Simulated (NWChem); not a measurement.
Species: C2H5NOSi; SMILES O=C/N=C/[SiH3]

```xyz
10

O      0.1504     2.9127     0.4773
C     -0.3538     1.8901     0.0957
N      0.2333     0.6035     0.3102
C     -0.4435    -0.3780    -0.1665
Si     0.1673    -2.1665     0.0146
H     -1.3238     1.8721    -0.4578
H     -1.4011    -0.1869    -0.6939
H     -0.8744    -2.9400     0.7417
H      1.4527    -2.1888     0.7466
H      0.3189    -2.7439    -1.3476
```
Atoms are numbered in this order, from 1.

All runs: NWChem. Pople sets run with spherical d functions. All runs use the structure optimised with B3LYP/6-31G* (spherical d). Level: B3LYP/6-31G* with SMD (1 M gas to 1 M solution), gas-phase geometry. Reactions with the solvent are ignored.

For solvent water:

```
Item                                         Result
-------------------------------------------  ------
cavity-dispersion-structure term (kcal/mol)     4.7
dipole in solution (D)                         5.50
```

**Question.** What are these values for solvent toluene?

**Answer.** The cavity-dispersion-structure term (kcal/mol) comes out as -0.2. The dipole in solution (D) is 4.46.
